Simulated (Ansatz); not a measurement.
Reaction (ligand exchange at the Si–O bond): `[SiH3]O[SiH3]` + `CBN[SiH3]` → `CBN([SiH3])[SiH3]` + `O[SiH3]`

Calculated with Ansatz (gas phase, PBE0-D4/def2-TZVP geometries, no zero-point term in ΔE). CBS: MP2 limit from def2 TZ/QZ plus the TZ coupled-cluster correction, frozen cores. Functionals use def2-TZVPP. B3LYP here is the variant with VWN-RPA as its local correlation; programs differ in this. One conformer a species, not always the lowest.

CCSD(T)/CBS gives +65.5 kJ/mol.

Another level gave +64.2 kJ/mol. Which?
A. BHLYP-D4/def2-TZVPP
B. B3LYP-D4/def2-TZVPP
C. MP2/def2-TZVPP
D. PBE-D4/def2-TZVPP

C. MP2/def2-TZVPP 64.2, B3LYP-D4 70.0, PBE-D4 58.9, BHLYP-D4 74.5 kJ/mol.

Largest T1 diagnostic among the species: 0.012.

In def2-TZVPP, CCSD(T) changes the Hartree–Fock value by −23.6 kJ/mol (the triples alone add −3.9 kJ/mol) and MP2 by −24.7 kJ/mol. The D4 term adds −7.0 kJ/mol with B3LYP and −3.9 kJ/mol with PBE0; it sums over pairs of atoms, weighted by their polarisabilities, and B3LYP, whose exchange is more repulsive, gets the larger term.
